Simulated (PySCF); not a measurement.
C2H4Sn.
Numbering: `[CH:1]#[C:2][SnH3:3]` (hydrogens: H4 on C1; H5, H6, H7 on Sn3)

Method: PBE0-D3(BJ)/def2-SVP geometry optimisation, gas phase, def2 core potentials past Kr (PySCF); density fitting, grid level 1; the optimiser is geomeTRIC in internal coordinates, started from a GFN2-xTB structure with every atom displaced at random (about 0.01 Å).

Step 1: E = -7963.5065 eV
```
atom  x, y, z in Å  |  force x, y, z in eV/Å
C1      0.9163    0.4317    0.3840    0.502   0.023   0.018
C2     -0.2008   -0.0412    0.4207   -0.681  -0.119  -0.011
Sn3    -2.2052   -0.6940    0.4471   -0.240  -0.047  -0.030
H4      1.9285    0.8004    0.3614   -0.078   0.033  -0.009
H5     -2.8718   -0.3047    2.0187    0.202  -0.127  -0.509
H6     -2.2361   -2.4221    0.1689    0.013   0.555   0.085
H7     -3.0489    0.1666   -0.8301    0.282  -0.318   0.455
```

Step 2: E = -7963.5503 eV
```
atom  x, y, z in Å  |  force x, y, z in eV/Å
C1      0.9060    0.4209    0.3852   -0.024  -0.147   0.026
C2     -0.2202   -0.0418    0.4197    0.118   0.168  -0.025
Sn3    -2.2038   -0.6890    0.4465   -0.026  -0.018  -0.006
H4      1.9153    0.7926    0.3620   -0.004   0.037  -0.007
H5     -2.8563   -0.3152    1.9737   -0.033   0.020   0.072
H6     -2.2275   -2.3690    0.1752    0.004  -0.086  -0.016
H7     -3.0315    0.1382   -0.7917   -0.035   0.026  -0.044
```

**Question.** Estimate the geometry and energy of step 3. (The exact step hangs on the optimiser's Hessian estimate; all steps are aligned on step 2, rigid shifts and turns removed.)

**Answer.** E = -7963.5523 eV, largest force 0.105 eV/Å
```
atom  x, y, z in Å  |  force x, y, z in eV/Å
C1      0.9118    0.4189    0.3859    0.026  -0.098   0.020
C2     -0.2175   -0.0347    0.4185   -0.044   0.093  -0.019
Sn3    -2.2067   -0.6877    0.4461    0.026  -0.022   0.008
H4      1.9212    0.7910    0.3625   -0.009   0.024  -0.004
H5     -2.8620   -0.3147    1.9783    0.000   0.003   0.001
H6     -2.2241   -2.3736    0.1736    0.006  -0.002  -0.001
H7     -3.0407    0.1375   -0.7943   -0.004   0.002  -0.005
```

The energy changes by -0.0019 eV. The first-order estimate −F·Δx gives -0.0030 eV and the mean of the old and new forces, exact on a quadratic surface, -0.0019 eV. The step makes an angle of 55° with the force vector and moves no atom by more than 0.010 Å.

The cost below is that of the whole optimisation. The run took 12 s wall on one thread of an Arm Neoverse V2, shared host with 96 logical CPUs at a one-minute load of 21, and the process peaked at 0.32 GiB of memory.
